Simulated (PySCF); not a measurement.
The same groups moved round the core (styrene methoxy). Gas-phase values, no solvent. One relaxed conformer stands for each flexible species; it need not be the lowest. Strings in code marks are SMILES.

The T1 excitation (TDA) from two functionals at the same geometries (B3LYP-D3(BJ)/def2-SVP), both in PySCF: PBE-D3(BJ)/def2-TZVP and B3LYP-D3(BJ)/def2-TZVP. B3LYP has the VWN-RPA correlation part, as in Gaussian. Excitations are Tamm–Dancoff values on a coarser integration grid. The basis has no diffuse functions, so Rydberg states are missing or too high.

```tsv
species	B3LYP-D3(BJ)/def2-TZVP (eV)
`c1(ccccc1)C(=C)OC` (C–C–O–C torsion 2°, O–C–C–C torsion 19°)	3.30
`C=Cc1ccc(OC)cc1` (C–C–C–C torsion -1°, C–C–O–C torsion -180°)	3.06
`c1cc(cc(OC)c1)C=C` (C–C–C–C torsion 0°, C–C–O–C torsion 0°)	3.18
`c1cc(C=C)c(cc1)OC` (C–C–C–C torsion 10°, C–C–O–C torsion -179°)	3.01
```

Task: What does PBE-D3(BJ)/def2-TZVP give for each?

Result: 
- `c1(ccccc1)C(=C)OC` (C–C–O–C torsion 2°, O–C–C–C torsion 19°): 3.17
- `C=Cc1ccc(OC)cc1` (C–C–C–C torsion -1°, C–C–O–C torsion -180°): 2.97
- `c1cc(cc(OC)c1)C=C` (C–C–C–C torsion 0°, C–C–O–C torsion 0°): 3.10
- `c1cc(C=C)c(cc1)OC` (C–C–C–C torsion 10°, C–C–O–C torsion -179°): 2.91
Over these rows, drawn at random from the members with no instability flagged (it was tested for open shells, ions and some series alone), PBE minus B3LYP-D3(BJ): mean -0.10 eV, from -0.13 eV to -0.09 eV.
